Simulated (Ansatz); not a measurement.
Basis-set extrapolation for AlH₅O₃Si, SMILES `[OH][Al]([OH])[O][SiH3]` (PBE0-D4/def2-TZVP geometry, frozen core, Ansatz 0.2.0). Multiplicity 1, RHF reference.

|  | def2-TZVPP | def2-QZVPP |
| --- | --- | --- |
| HF | -758.713951 | -758.742635 |
| MP2 correlation | -0.915716 | -0.990431 |
| CCSD(T) correlation | -0.973078 | -1.043360 |

Energies in hartree. Use E(X) = E(∞) + A·exp(−7.88·√X) for Hartree–Fock and E(X) = E(∞) + B·X^(−2.97) for correlation, with X = 3 and 4.

Problem. What is the CCSD(T) energy at the basis-set limit?

Solution. HF limit: -758.742635 + (-0.028684) × 0.13774 = -758.74659. Correlation limit: -1.043360 + (-0.070282) × 0.74074 = -1.09542. Total: -759.84201 hartree, 406.9 kJ/mol below CCSD(T)/def2-TZVPP.
